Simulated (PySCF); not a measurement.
Several molecules and their computed UV-vis stick spectra, shuffled. Computed with TDDFT B3LYP/def2-SVPD, vertical, gas phase, core orbitals frozen in the response (PySCF). Geometries: PBE0-D3(BJ)/def2-SVP; one conformer of each isolated species. Triplets are in the Tamm–Dancoff approximation. Atoms past krypton carry core potentials; spin–orbit coupling is left out. Ions are computed without counter-ions or solvent.

A. `CC[C@H]1COS(=O)(=O)O1`
B. `C#[C][Cd][CH3]`
C. `CCc1c[c+]1C`

Lowest singlet levels (six at most, fewer where fewer were computed) with oscillator strengths:

1. 5.34 eV (f 0.000); 5.42 eV (f 0.000 summed over 2 states); 6.03 eV (f 0.045 summed over 2 states); 6.37 eV (f 0.034 summed over 2 states); 6.37 eV (f 0.156); 6.95 eV (f 0.467) [of 10 roots; the last level is left out, as the window may have cut its degenerate partner]; T1 4.66 eV
2. 7.30 eV (f 0.002); 7.58 eV (f 0.003); 7.83 eV (f 0.009); 8.09 eV (f 0.004); 8.23 eV (f 0.005); 8.32 eV (f 0.024); T1 6.92 eV
3. 6.46 eV (f 0.001); 6.52 eV (f 0.000); 6.72 eV (f 0.002); 6.73 eV (f 0.017); 6.87 eV (f 0.081); 6.92 eV (f 0.001)

Question: Match each spectrum to its molecule.

Answer: 1 = B, 2 = A, 3 = C.
- A: S1 at 7.30 eV, HOMO→LUMO (94%); Löwdin shares by element: HOMO oxygen 74% (atoms not listed hold the other 26%); LUMO oxygen 32% or more, sulfur 26% (atoms not listed hold the other 42%); HOMO -8.64 and LUMO -0.21 eV.
- B: S1 at 5.34 eV, HOMO-1/HOMO→LUMO/LUMO+1 (≥82%); for S1 the Löwdin share of cadmium is 4% in HOMO-1 and 64% in LUMO (ligand-to-metal charge transfer by this measure); HOMO -7.39 and LUMO -0.83 eV; point group C3v, 3 of its 9 listed states under f = 0.0005.
- C: S1 at 6.46 eV, HOMO-1→LUMO (52%), HOMO-2→LUMO (24%), HOMO-2→LUMO+1 (10%); Löwdin shares by element: HOMO carbon 49% or more, hydrogen 25% or more (atoms not listed hold the other 26%); LUMO carbon 84% or more, hydrogen 7% or more; HOMO -14.09 and LUMO -6.62 eV.

A slash joins orbitals within 0.01 eV of each other, whose weights are summed (≥ marks a lower bound).
